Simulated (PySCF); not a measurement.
CH₂S₂, SMILES `S=CS` (S–C–S–H torsion 180°), neutral singlet in the gas phase. 

Z-matrix (Å, degrees):
```
C
H 1 1.0885
S 1 1.6175 2 122.14
S 1 1.7363 2 113.75 3 -179.89
H 4 1.3471 1 97.42 2 -0.05
```
Charge 0, multiplicity 1.

All levels are single points at this geometry (B3LYP-D3(BJ)/def2-TZVP); Pople sets use spherical d functions. Orbital energies aren't observables, and empty levels follow the basis.

```json
[
 {"level": "B3LYP-D3(BJ)/def2-TZVP in PySCF", "HOMO (eV)": "-6.48", "LUMO (eV)": "-2.46", "gap (eV)": "4.02", "dipole (D)": "2.85", "vertical IE, Delta-SCF (eV)": "8.93"},
 {"level": "PBE/6-31G* in PySCF", "HOMO (eV)": "-5.40", "LUMO (eV)": "-2.95", "gap (eV)": "2.45", "dipole (D)": "3.13", "vertical IE, Delta-SCF (eV)": "8.85"},
 {"level": "SVWN5/6-31G* in PySCF", "HOMO (eV)": "-5.48", "LUMO (eV)": "-3.09", "gap (eV)": "2.39", "dipole (D)": "3.19", "vertical IE, Delta-SCF (eV)": "9.05"},
 {"level": "HF/3-21G in PySCF", "HOMO (eV)": "-9.65", "LUMO (eV)": "1.27", "gap (eV)": "10.92", "dipole (D)": "3.54", "vertical IE, Delta-SCF (eV)": "–"},
 {"level": "HF/6-31G* in PySCF", "HOMO (eV)": "-9.52", "LUMO (eV)": "1.43", "gap (eV)": "10.95", "dipole (D)": "3.38", "vertical IE, Delta-SCF (eV)": "7.90"},
 {"level": "HF/STO-3G in PySCF", "HOMO (eV)": "-6.15", "LUMO (eV)": "6.01", "gap (eV)": "12.15", "dipole (D)": "2.06", "vertical IE, Delta-SCF (eV)": "–"}
]
```
